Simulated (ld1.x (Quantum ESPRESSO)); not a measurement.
## What one change does to a pseudopotential (selenium, TM)

- Element: Se
- Generator: ld1.x (Quantum ESPRESSO) 7.5
- Type: norm-conserving Troullier–Martins (Kleinman–Bylander form)
- Functional: PBE
- Relativity: scalar-relativistic
- Frozen core: [Ar]
- Valence charge: 16
- Reference configuration: 3d10 4s1 4p5
- Partial waves: 4s (bound): rc 1.45 bohr; 4p (bound): rc 1.95 bohr; 3d (bound): rc 0.60 bohr
- Local potential: all-electron potential smoothed inside 1.00 bohr (lloc = -1)
- Core correction: none

All-electron outer shells of the reference configuration (PBE, scalar-relativistic, ld1.x):

```json
{"shell": "3s", "level (eV)": "-215.15", "outermost node (bohr)": "0.24", "outermost maximum (bohr)": "0.50"}
{"shell": "3p", "level (eV)": "-154.61", "outermost node (bohr)": "0.21", "outermost maximum (bohr)": "0.50"}
{"shell": "3d", "level (eV)": "-54.72", "outermost node (bohr)": "–", "outermost maximum (bohr)": "0.45"}
{"shell": "4s", "level (eV)": "-18.11", "outermost node (bohr)": "0.70", "outermost maximum (bohr)": "1.51"}
{"shell": "4p", "level (eV)": "-7.13", "outermost node (bohr)": "0.74", "outermost maximum (bohr)": "1.80"}
```

Change: all radii scaled by about 0.74 (s 1.08, p 1.46, d 0.44 bohr); local potential all-electron potential smoothed inside 0.74 bohr (lloc = -1).

Cutoffs: the cutoffs (Ry, on a coarse ladder) from which the occupation-weighted sum of valence levels, in a spherical-Bessel basis at the reference potential, stays within 10 and 1 mRy of its value at 400 Ry; they do not see the model core or the augmentation charge, which bear on the density cutoff. Errors are all-electron minus pseudo energies relative to the spin-unpolarised reference configuration.

Task: What does the change do?

Result: The bound ghosts move from s to p, s; the number of tests that count goes from 7 to 6; of the 6 tests that both files solve, the error grows in 4 and shrinks in 0 by more than 15 % and 0.3 meV (median size 2.4 → 5.7 meV). That the errors move this way runs against the usual rule that smaller radii transfer better.

```csv
quantity,base,changed
bound ghosts,s,"s, p"
"tests counted (converged, no solver errors)",7 of 7,6 of 7
"error for 3d10 4s2 4p4, meV [ΔE -10.88 eV]",+3.9,-4.1
"error for 3d10 4s2 4p3, meV [ΔE -0.04 eV]",-0.7,-6.9
"error for 3d10 4s2 4p2, meV [ΔE 20.31 eV]",+1.3,-21
"error for 3d10 4s2 4p3.5, meV [ΔE -6.57 eV]",+1.0,-4.2
"error for 3d10 4s0 4p6, meV [ΔE 11.08 eV]",+3.4,-6.3
"error for 3d10 4s2 4p4.3, meV [ΔE -12.47 eV]",+5.8,-5.0
```

Changed file: Tests not counted: 3d9 4s2 4p4 (solver errors, printed error -179 eV). A true bound ghost makes a file unfit for plane-wave use even where its test errors are small: the radial tests pick states by their node count and pass the ghost by. Where a test does run into it, the solver fails or the error is huge.
